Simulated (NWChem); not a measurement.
System: CH4BrInO; SMILES [In]([CH3])([Br])[OH]

NWChem input:

```
start job
memory heap 200 mb stack 900 mb global 1100 mb
geometry units angstroms noautoz
  In    -0.072377    -0.788171     0.000362
  Br     0.228930     1.697821    -0.000754
  C      1.547189    -2.181151     0.000834
  H      2.142246    -2.039439    -0.911622
  H      1.149020    -3.203562     0.034613
  H      2.182430    -1.994536     0.877261
  O     -1.998282    -1.297311    -0.000473
  H     -2.580330    -0.528169    -0.001927
end
basis spherical
  * library def2-svp
end
ecp
  In library def2-ecp
end
dft
  xc xpbe96 cpbe96
  iterations 150
  mulliken
end
task dft energy
```

Output (shortened):

```
             Northwest Computational Chemistry Package (NWChem) 7.3.0
             --------------------------------------------------------

 C1  symmetry detected

                             Geometry "geometry" -> ""
                             -------------------------

 Output coordinates in angstroms (scale by  1.889725989 to convert to a.u.)

  No.       Tag          Charge          X              Y              Z
 ---- ---------------- ---------- -------------- -------------- --------------
    1 In                  49.0000    -0.01427092    -0.69030355     0.00020737
    2 Br                  35.0000     0.05305801     1.81297632    -0.00002889
    3 C                    6.0000     1.72855126    -1.92560033    -0.00030014
    4 H                    1.0000     2.30745409    -1.72849271    -0.91286311
    5 H                    1.0000     1.42782404    -2.98079948     0.03319166
    6 H                    1.0000     2.34380874    -1.68066955     0.87602613
    7 O                    8.0000    -1.88407494    -1.37744762    -0.00030062
    8 H                    1.0000    -2.53555016    -0.66615271    -0.00129872

 Effective nuclear repulsion energy (a.u.)     687.8223693351

 Summary of "ao basis" -> "ao basis" (spherical)
 ------------------------------------------------------------------------------
       Tag                 Description            Shells   Functions and Types
 ---------------- ------------------------------  ------  ---------------------
 In                         def2-svp                10       26   4s4p2d
 Br                         def2-svp                12       32   5s4p3d
 C                          def2-svp                 6       14   3s2p1d
 H                          def2-svp                 3        5   2s1p
 O                          def2-svp                 6       14   3s2p1d

            General Information
            -------------------
          SCF calculation type: DFT
          Wavefunction type:  closed shell.
          No. of atoms     :     8
          No. of electrons :    74
           Alpha electrons :    37
            Beta electrons :    37
          Charge           :     0
          Spin multiplicity:     1
          Use of symmetry is: off; symmetry adaption is: off
          Maximum number of iterations: 150
          AO basis - number of functions:   106
                     number of shells:    46
          Convergence on energy requested:  1.00D-06
          Convergence on density requested:  1.00D-05
          Convergence on gradient requested:  5.00D-04

              XC Information
              --------------
          PerdewBurkeErnzerhof Exchange Functional  1.000
            Perdew 1991 LDA Correlation Functional  1.000 local
           PerdewBurkeErnz. Correlation Functional  1.000 non-local

             Grid Information
             ----------------
          Grid used for XC integration:  medium
          Radial quadrature: Mura-Knowles
          Angular quadrature: Lebedev.
          Tag              B.-S. Rad. Rad. Pts. Rad. Cut. Ang. Pts.
          ---              ---------- --------- --------- ---------
          In                  1.55      123           9.0       590
          Br                  1.15      112          12.0       590
          C                   0.70       49          11.0       434
          H                   0.35       45          12.0       434
          O                   0.60       49          11.0       434
          Grid pruning is: on
          Number of quadrature shells:   513
          Spatial weights used:  Erf1

      Superposition of Atomic Density Guess
      -------------------------------------

 Sum of atomic energies:       -2904.44919085

      Non-variational initial energy
      ------------------------------

 Total energy =   -2876.517913
 1-e energy   =   -4784.434373
 2-e energy   =    1550.619819
 HOMO         =      -0.357110
 LUMO         =      -0.051012

     ---------------------------------------------
      Total Density - Mulliken Population Analysis
     ---------------------------------------------

    Atom       Charge   Shell Charges
 -----------   ------   -------------------------------------------------------
    1 In  21    19.66   2.59 -0.60  0.68  0.27  3.23  2.76  0.49  0.13  9.70  0.39
    2 Br  35    35.55   2.00  2.00  2.00  1.37  0.59  6.00  5.99  2.41  3.19  8.23  1.73  0.05
    3 C    6     6.54   1.99  0.95  0.29  2.02  1.27  0.01
    4 H    1     0.87   0.65  0.18  0.03
    5 H    1     0.87   0.66  0.19  0.03
    6 H    1     0.87   0.65  0.18  0.03
    7 O    8     9.00   1.99  1.12  0.69  3.12  2.08  0.00
    8 H    1     0.66   0.53  0.07  0.06

   convergence    iter        energy       DeltaE   RMS-Dens  Diis-err
 ---------------- ----- ----------------- --------- --------- ---------
 d= 0,ls=0.0,diis     1  -2879.0450053952 -3.24D+03  3.09D-02  9.70D-01
 d= 0,ls=0.0,diis     2  -2877.1996212483  1.85D+00  2.62D-02  1.42D+01
 d= 0,ls=0.0,diis     3  -2879.1250993146 -1.93D+00  7.53D-03  2.81D-01
 d= 0,ls=0.0,diis     4  -2879.1498771525 -2.48D-02  3.14D-03  1.14D-01
 d= 0,ls=0.0,diis     5  -2879.1648259266 -1.49D-02  5.91D-04  3.99D-03
  Resetting Diis
 d= 0,ls=0.0,diis     6  -2879.1653063471 -4.80D-04  2.27D-04  5.31D-04
 d= 0,ls=0.0,diis     7  -2879.1653716080 -6.53D-05  2.58D-04  1.08D-04
 d= 0,ls=0.0,diis     8  -2879.1653026781  6.89D-05  1.75D-04  6.10D-04
 d= 0,ls=0.0,diis     9  -2879.1653857890 -8.31D-05  3.20D-05  1.88D-05
 d= 0,ls=0.0,diis    10  -2879.1653877344 -1.95D-06  6.91D-06  9.02D-07
 d= 0,ls=0.0,diis    11  -2879.1653878407 -1.06D-07  2.09D-06  4.18D-08

         Total DFT energy =    -2879.165387840658
      One electron energy =    -4787.638550219533
           Coulomb energy =     1674.216266015918
    Exchange-Corr. energy =     -123.039745009949
 Nuclear repulsion energy =      357.296641372906

 Numeric. integr. density =       73.999997870736

                       DFT Final Molecular Orbital Analysis
                       ------------------------------------

 Vector   35  Occ=2.000000D+00  E=-2.551953D-01
              MO Center= -6.4D-01,  4.4D-01, -1.1D-04, r^2= 4.4D+00
   Bfn.  Coefficient  Atom+Function         Bfn.  Coefficient  Atom+Function
  ----- ------------  ---------------      ----- ------------  ---------------
    43      0.429810  2 Br pz                40      0.388638  2 Br pz
    93      0.366319  7 O  pz                96      0.270212  7 O  pz
    37     -0.259731  2 Br pz                13      0.163374  1 In pz
    16      0.123175  1 In pz                34      0.084528  2 Br pz
    20     -0.060589  1 In d  1              10     -0.050199  1 In pz

 Vector   36  Occ=2.000000D+00  E=-2.399900D-01
              MO Center= -1.1D+00, -7.1D-02, -1.1D-04, r^2= 4.3D+00
   Bfn.  Coefficient  Atom+Function         Bfn.  Coefficient  Atom+Function
  ----- ------------  ---------------      ----- ------------  ---------------
    93      0.481557  7 O  pz                43     -0.403445  2 Br pz
    96      0.364324  7 O  pz                40     -0.339549  2 Br pz
    37      0.228355  2 Br pz                20     -0.078915  1 In d  1
    34     -0.074311  2 Br pz                18      0.069434  1 In d -1
    13      0.047127  1 In pz                16      0.042513  1 In pz

 Vector   37  Occ=2.000000D+00  E=-2.392662D-01
              MO Center= -1.4D-01,  1.2D+00, -1.4D-04, r^2= 3.6D+00
   Bfn.  Coefficient  Atom+Function         Bfn.  Coefficient  Atom+Function
  ----- ------------  ---------------      ----- ------------  ---------------
    41      0.546142  2 Br px                38      0.482069  2 Br px
    35     -0.321529  2 Br px                92      0.180222  7 O  py
    91      0.153429  7 O  px                95      0.134746  7 O  py
    32      0.104593  2 Br px                17     -0.103995  1 In d -2
    94      0.101405  7 O  px                62      0.094601  3 C  px

 Vector   38  Occ=0.000000D+00  E=-7.660056D-02
              MO Center=  4.4D-02, -5.2D-01,  1.9D-03, r^2= 5.0D+00
   Bfn.  Coefficient  Atom+Function         Bfn.  Coefficient  Atom+Function
  ----- ------------  ---------------      ----- ------------  ---------------
     4      0.791040  1 In s                 61     -0.564642  3 C  s
     3      0.522239  1 In s                 42      0.408822  2 Br py
     1     -0.312900  1 In s                 90     -0.263729  7 O  s
    39      0.239822  2 Br py                65      0.233960  3 C  px
    62      0.226177  3 C  px                30     -0.195706  2 Br s

 Vector   39  Occ=0.000000D+00  E=-6.199494D-02
              MO Center= -5.6D-02, -6.2D-01, -1.5D-03, r^2= 4.4D+00
   Bfn.  Coefficient  Atom+Function         Bfn.  Coefficient  Atom+Function
  ----- ------------  ---------------      ----- ------------  ---------------
    13      0.607235  1 In pz                16      0.552176  1 In pz
    43     -0.231479  2 Br pz                93     -0.212524  7 O  pz
    96     -0.193808  7 O  pz                10     -0.156129  1 In pz
    40     -0.152387  2 Br pz                 7     -0.143725  1 In pz
    74      0.127522  4 H  s                 84     -0.125043  6 H  s

 Vector   40  Occ=0.000000D+00  E= 1.324281D-02
              MO Center= -3.0D-01, -6.0D-01, -2.9D-03, r^2= 6.9D+00
   Bfn.  Coefficient  Atom+Function         Bfn.  Coefficient  Atom+Function
  ----- ------------  ---------------      ----- ------------  ---------------
    14      0.794186  1 In px                90      0.530965  7 O  s
    15      0.444817  1 In py                61     -0.410956  3 C  s
   103     -0.301336  8 H  s                 12      0.296561  1 In py
    42      0.236519  2 Br py                31     -0.232964  2 Br s
    79      0.213878  5 H  s                 11      0.212704  1 In px

     ---------------------------------------------
      Total Density - Mulliken Population Analysis
     ---------------------------------------------

    Atom       Charge   Shell Charges
 -----------   ------   -------------------------------------------------------
    1 In  21    20.49   2.60 -0.60  0.94  0.16  3.23  2.78  0.93  0.25  9.62  0.58
    2 Br  35    35.27   2.00  2.00  1.99  1.46  0.50  6.00  5.97  2.34  2.99  8.19  1.75  0.08
    3 C    6     6.25   1.98  0.91  0.24  2.08  1.03  0.01
    4 H    1     0.92   0.72  0.17  0.03
    5 H    1     0.92   0.72  0.18  0.03
    6 H    1     0.92   0.72  0.17  0.03
    7 O    8     8.42   1.99  1.09  0.70  2.81  1.83  0.01
    8 H    1     0.81   0.68  0.06  0.07

     -------------------------------------------
      Total Density - Lowdin Population Analysis
     -------------------------------------------

    Atom       Charge   Shell Charges
 -----------   ------   -------------------------------------------------------
    1 In  21    20.69   1.39  0.54  0.68  0.36  3.03  2.85  0.99  0.48  9.36  1.03
    2 Br  35    35.08   2.00  2.00  1.96  1.14  0.72  5.99  5.81  2.44  2.99  7.83  2.04  0.15
    3 C    6     6.23   1.96  0.59  0.34  1.84  1.45  0.04
    4 H    1     0.95   0.62  0.26  0.07
    5 H    1     0.95   0.62  0.26  0.07
    6 H    1     0.95   0.62  0.26  0.07
    7 O    8     8.23   1.97  0.91  0.63  2.65  2.05  0.01
    8 H    1     0.92   0.56  0.18  0.19

     Multipole analysis of the density
     ---------------------------------

     L   x y z        total         alpha         beta         nuclear
     -   - - -        -----         -----         ----         -------
     0   0 0 0     -0.000000    -37.000000    -37.000000     74.000000

     1   1 0 0      0.466712     -0.144198     -0.144198      0.755108
     1   0 1 0     -0.611147    -18.568357    -18.568357     36.525568
     1   0 0 1     -0.001110      0.004931      0.004931     -0.010972

     2   2 0 0    -38.889490   -136.778367   -136.778367    234.667245
     2   1 1 0     -3.977571      8.956933      8.956933    -21.891437
     2   1 0 1      0.000971      0.002565      0.002565     -0.004159
     2   0 2 0    -43.202550   -338.739617   -338.739617    634.276683
     2   0 1 1      0.002462     -0.015616     -0.015616      0.033693
     2   0 0 2    -38.598617    -22.159457    -22.159457      5.720297
```

Level: PBE/def2-SVP with def2 effective core potentials on In. Structure relaxed at the PBE0/def2-SVP level. No frequency run checked for a minimum. def2 effective core potentials on In; no spin-orbit coupling.
